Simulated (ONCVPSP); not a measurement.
# hafnium (Hf): one change to an ONCV potential, before and after

ONCVPSP 4.0.1 input, shortened (lines: element, Z, core and valence counts, functional; n l f; lmax; l rc ep ncon nbas qcut; lloc lpopt rc5 dvloc0; l nproj debl; icmod fcfact rcfact), LDA (Perdew-Wang 92), scalar-relativistic:

```
  Hf 72.00    9    5  -001012      upf
    1    0    2.00
    2    0    2.00
    2    1    6.00
    3    0    2.00
    3    1    6.00
    3    2   10.00
    4    0    2.00
    4    1    6.00
    4    2   10.00
    4    3   14.00
    5    0    2.00
    5    1    6.00
    5    2    2.00
    6    0    2.00
    3
    0    2.05    0.00    3    6    5.30
    1    1.70    0.00    3    6    7.20
    2    2.55    0.00    5   10    4.90
    3    0.80    0.00    3    8   20.30
    3    5    0.80    0.00
    0    2    2.90
    1    2    3.20
    2    2    1.30
    3    0    2.10
    0    0.00    0.00
```

All-electron outer shells of the reference configuration (LDA (PZ), scalar-relativistic, ld1.x):

```csv
shell,level (eV),outermost node (bohr),outermost maximum (bohr)
4d,-206.47,0.23,0.47
5s,-67.17,0.55,1.01
5p,-35.71,0.60,1.16
4f,-17.03,–,0.45
6s,-5.27,1.37,2.89
5d,-2.87,0.67,1.71
```

Change: s: nproj 4.

Cutoffs: the cutoffs (Ha) at which the residual kinetic energy of the hardest occupied pseudo-wave falls to 1 and 0.1 mHa per electron; they do not see the model core or the augmentation charge, which bear on the density cutoff. Errors are all-electron minus pseudo energies relative to the spin-unpolarised reference configuration.

What does the change do?

The potential gets neither clearly harder nor softer (180 Ha and 196 Ha → 180 Ha and 196 Ha); both files keep a bound ghost (d, p, s); the lowest positive-energy flag moves from s at 42.3 eV to none; the errors of the 3 common tests hardly move; the range in which the s phases agree widens (upper end 1.1 → at the end of the scan).

```tsv
quantity	base	changed
cutoff, loose	180 Ha	180 Ha
cutoff, tight	196 Ha	196 Ha
bound ghosts	s, p, d	s, p, d
GHOST(+) flags under 300 eV	s at 42.3 eV	none
tests with a reliable result	3 of 4	3 of 4
error for 4f14 5s2 5p6 5d2 6s1, meV [ΔE 8.19 eV]	-3.4	-3.5
error for 4f14 5s2 5p6 5d2 6s0, meV [ΔE 22.69 eV]	-11	-12
error for 4f14 5s2 5p6 5d2 6s0 6p1, meV [ΔE 12.98 eV]	-6.5	-6.6
s: phases at 2.08 bohr within 0.05 rad from the reference energy up to (Ha; the scan ends near 5)	1.1	to the end of the scan
p: phases at 1.73 bohr within 0.05 rad from the reference energy up to (Ha; the scan ends near 5)	to the end of the scan	to the end of the scan
d: phases at 2.60 bohr within 0.05 rad from the reference energy up to (Ha; the scan ends near 5)	to the end of the scan	to the end of the scan
f: phases at 0.81 bohr within 0.05 rad from the reference energy up to (Ha; the scan ends near 5)	3.8	3.8
```

 A true bound ghost makes a file unfit for plane-wave use even where its test errors are small: the radial tests pick states by their node count and pass the ghost by.
